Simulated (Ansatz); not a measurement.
A run for Ansatz (a quantum-chemistry and plane-wave program): R-B3LYP-D3(BJ)/def2-SVP on H2O (SMILES O).

Ansatz 0.2 input:
```yaml
crystal:
  periodic: [false, false, false]
  atoms:
    - {symbol: O, position_ang: [0.00000000, -0.00000000, 0.39750000]}
    - {symbol: H, position_ang: [0.00000000, 0.76320000, -0.19880000]}
    - {symbol: H, position_ang: [0.00000000, -0.76320000, -0.19880000]}
basis:
  gaussian:
    orbitals: def2-SVP
hamiltonian:
  xc: b3lyp
  dispersion: d3bj
relax: {f_tol: 0.004, max_steps: 120}
scf: {lower_state_search: off}
```

The log:

```
WARN ansatz: RAYON_NUM_THREADS=4 ignored (pool sized by the plan → 4); use --threads N
Functional definition: B3LYP
these checks for a lower state are left out or cut short: stability, starts, cluster_reference, orbital_swaps, neighbouring_geometries, increment
integrals: 0.00 GiB planned
250 factors; integrals over basis functions are off by at most 2.8e-4 eV
mean field: 0.06 GiB planned
mean field evaluation 1: about -2074.0107 eV, gradient 4.7e1 eV
mean field evaluation 2: about -2069.9594 eV, gradient 6.7e1 eV
mean field evaluation 4: about -2077.8151 eV, gradient 1.5e-1 eV
mean field evaluation 8: about -2077.8147 eV, gradient 1.0e-4 eV
mean field -2077.81469992 eV, -76.3582818286 hartree, gradient 4.4e-7 eV, S^2 0.000000; 0 other end points of the search recorded, 0 dependent functions left out
the calculation of the forces begins
reference -2077.81481551 eV, -76.3582860766 hartree; 5, 5 occupied and 19, 19 virtual orbitals, 250 factors
relax step   1: F+E_penalty+E_count = -2077.83031652 eV  Δ(F+E_penalty+E_count) = +0.000e0 eV  max|allowed force component| = 1.407e-1 eV/Å  Δτ_max = 0.0000 Å  (11 SCF iters, accepted)
these checks for a lower state are left out or cut short: stability, starts, cluster_reference, orbital_swaps, neighbouring_geometries, increment
integrals: 0.00 GiB planned
250 factors; integrals over basis functions are off by at most 2.9e-4 eV
mean field: 0.06 GiB planned
mean field evaluation 16: about -2077.8154 eV, gradient 1.8e-2 eV
mean field -2077.81537283 eV, -76.3583065577 hartree, gradient 8.1e-7 eV, S^2 0.000000; 0 other end points of the search recorded, 0 dependent functions left out
the calculation of the forces begins
reference -2077.81548817 eV, -76.3583107962 hartree; 5, 5 occupied and 19, 19 virtual orbitals, 250 factors
relax step   2: F+E_penalty+E_count = -2077.83099010 eV  Δ(F+E_penalty+E_count) = -6.736e-4 eV  max|allowed force component| = 3.672e-2 eV/Å  Δτ_max = 0.0038 Å  (17 SCF iters, accepted)
these checks for a lower state are left out or cut short: stability, starts, cluster_reference, orbital_swaps, neighbouring_geometries, increment
integrals: 0.00 GiB planned
250 factors; integrals over basis functions are off by at most 3.0e-4 eV
mean field: 0.06 GiB planned
mean field -2077.81550790 eV, -76.3583115213 hartree, gradient 2.7e-6 eV, S^2 0.000000; 0 other end points of the search recorded, 0 dependent functions left out
the calculation of the forces begins
reference -2077.81562329 eV, -76.3583157619 hartree; 5, 5 occupied and 19, 19 virtual orbitals, 250 factors
relax step   3: F+E_penalty+E_count = -2077.83112575 eV  Δ(F+E_penalty+E_count) = -1.356e-4 eV  max|allowed force component| = 1.819e-2 eV/Å  Δτ_max = 0.0024 Å  (11 SCF iters, accepted)
these checks for a lower state are left out or cut short: stability, starts, cluster_reference, orbital_swaps, neighbouring_geometries, increment
integrals: 0.00 GiB planned
250 factors; integrals over basis functions are off by at most 3.0e-4 eV
mean field: 0.06 GiB planned
mean field evaluation 32: about -2077.8155 eV, gradient 1.5e-5 eV
mean field -2077.81551205 eV, -76.3583116738 hartree, gradient 6.2e-7 eV, S^2 0.000000; 0 other end points of the search recorded, 0 dependent functions left out
the calculation of the forces begins
reference -2077.81562750 eV, -76.3583159167 hartree; 5, 5 occupied and 19, 19 virtual orbitals, 250 factors
relax step   4: F+E_penalty+E_count = -2077.83112999 eV  Δ(F+E_penalty+E_count) = -4.245e-6 eV  max|allowed force component| = 2.265e-3 eV/Å  Δτ_max = 0.0003 Å  (11 SCF iters, accepted)
Total energy: -2077.83124545 eV, -76.3588898655 hartree
Atom 0 at     0.000000    -0.000000     0.400732 Å, force     0.000000    -0.000000     0.002265 eV/Å
Atom 1 at    -0.000000     0.757012    -0.200416 Å, force     0.000000     0.001203    -0.001133 eV/Å
Atom 2 at    -0.000000    -0.757012    -0.200416 Å, force    -0.000000    -0.001203    -0.001133 eV/Å
Dipole moment:    -0.000000     0.000000    -0.417346 e Å
Checks for a lower state left out: stability, starts, cluster_reference, orbital_swaps, neighbouring_geometries, increment
```

The calculation finished and met its thresholds.

Cost: around 1.9 core-seconds (rough).
